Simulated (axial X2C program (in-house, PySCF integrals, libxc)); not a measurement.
## Spin–orbit effects down a group: molecules with Se (ions), PBE0

Calculated with an in-house relativistic program for diatomic molecules, spin-free (one-electron X2C) or two-component (2c: spin–orbit coupling with atomic mean-field Coulomb and Gaunt terms, which also bring small scalar terms), in Dyall basis sets with cores contracted in-house; open shells are unrestricted.

Basis sets: Cs dyall-cv3z, H dyall-v3z, K dyall-cv3z, Li dyall-cv3z, Na dyall-cv3z, Rb dyall-cv3z, Se dyall-cv3z.

```
molecule  spin-free state  Re (Å)  ωe (cm⁻¹)  De (eV)  2c state  Re 2c (Å)  ωe 2c (cm⁻¹)  De 2c (eV)
    SeH⁺   M_S = 1, Λ = 0   1.489     2329.5     3.26     Ω = 1      1.489        2326.3        3.24
   LiSe⁺   M_S = 1, Λ = 0   2.571      322.4     0.94     Ω = 1      2.573         320.9        0.90
   NaSe⁺   M_S = 1, Λ = 0   2.941      159.0     0.64     Ω = 1      2.944         158.0        0.59
    KSe⁺   M_S = 1, Λ = 0   3.411       98.6     0.39     Ω = 1      3.414          97.7        0.35
   RbSe⁺   M_S = 1, Λ = 0   3.591       71.5     0.33     Ω = 1      3.594          70.8        0.30
   CsSe⁺   M_S = 1, Λ = 0   3.805       58.1     0.28     Ω = 1      3.808          57.5        0.24
```

Task: Work out the shifts from the spin-free to the two-component result.

Result: 

```csv
molecule,2c state,ΔRe (Å),Δωe (cm⁻¹),ΔDe (eV)
SeH⁺,Ω = 1,0.000,-3.2,-0.02
LiSe⁺,Ω = 1,0.002,-1.5,-0.04
NaSe⁺,Ω = 1,0.003,-1.0,-0.05
KSe⁺,Ω = 1,0.003,-0.9,-0.04
RbSe⁺,Ω = 1,0.003,-0.7,-0.03
CsSe⁺,Ω = 1,0.003,-0.6,-0.04
```

Shifts of one unit in the last digit are rounding.

Fragments in 2c: Se+ + H, Se + Li+, Se + Na+, Se + K+, Rb+ + Se, Cs+ + Se. Each entry is the lowest single determinant of a limited PBE0 search at one distance. De goes to single-determinant-based atoms at the same level (for ions the charge split of lowest energy) and is withheld (n/a) where an atom does not fit its ground term or J level. Main or longest-lived isotopes. One determinant is a doubtful description, or other states lie close, for SeH⁺, LiSe⁺, NaSe⁺, KSe⁺, RbSe⁺, CsSe⁺; these need not be ground states, and all values refer to the states named. Some open-shell Ω = 0 determinants are out of reach, so the Ω given for SeH⁺, LiSe⁺, NaSe⁺, KSe⁺, RbSe⁺, CsSe⁺ need not be the lowest component. With several unpaired electrons the Ω given is that of one determinant, not necessarily of the lowest component. The functionals have no current term, which raises determinants with orbital currents.
